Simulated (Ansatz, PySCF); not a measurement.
This PySCF input computes a BLYP/def2-TZVPD energy:

```python
from pyscf import gto, scf, dft

mol = gto.M(
    atom='''
    O    -0.60707845    1.10719948   -1.51867017
    Ge    0.23635642    0.12306161   -0.06807321
    O    -0.99379514    0.79279427    1.14624438
    O    -0.35202903   -1.49351267   -0.75863243
    O     1.20793414   -0.79435724    1.34561722
    H    -1.17447256    1.73520756   -1.05353340
    H    -0.74025138    0.36567832    1.97305677
    H    -0.91128034   -1.22556678   -1.49739774
    H     1.22234668   -1.71028137    1.03974514
    ''',
    basis='def2-tzvpd',
    charge=-1,
    spin=1,
    verbose=4,
)

mf = dft.UKS(mol, xc='blyp').density_fit(auxbasis='def2-universal-jkfit')
mf.grids.level = 3
mf.conv_tol = 1e-9
mf.max_cycle = 100
mf.max_memory = 1500
mf.kernel()
if not mf.converged:
    mf = mf.newton()
    mf.kernel(mf.make_rdm1())
for _ in range(2):
    mo, _, stable, _ = mf.stability(return_status=True)
    if stable:
        break
    mf.kernel(mf.make_rdm1(mo, mf.mo_occ))
mf.analyze()
```

### Question
Write an input for the same energy in Ansatz (an electronic-structure program) and say what it gives.

### Answer

Ansatz 0.2 input:
```yaml
crystal:
  periodic: [false, false, false]
  atoms:
    - {symbol: O, position_ang: [-0.60707845, 1.10719948, -1.51867017]}
    - {symbol: Ge, position_ang: [0.23635642, 0.12306161, -0.06807321]}
    - {symbol: O, position_ang: [-0.99379514, 0.79279427, 1.14624438]}
    - {symbol: O, position_ang: [-0.35202903, -1.49351267, -0.75863243]}
    - {symbol: O, position_ang: [1.20793414, -0.79435724, 1.34561722]}
    - {symbol: H, position_ang: [-1.17447256, 1.73520756, -1.05353340]}
    - {symbol: H, position_ang: [-0.74025138, 0.36567832, 1.97305677]}
    - {symbol: H, position_ang: [-0.91128034, -1.22556678, -1.49739774]}
    - {symbol: H, position_ang: [1.22234668, -1.71028137, 1.03974514]}
basis:
  gaussian:
    orbitals: def2-TZVPD
hamiltonian:
  xc: {name: BLYP}
total_charge: -1
magnetization: {spin_polarized: true, initial_magnetization: 1}
output: {forces: true}
```
It gives -2380.58747 Eh, and PySCF -2380.58758 Eh, a difference of 0.11 mEh, from the treatment of integrals and grids.
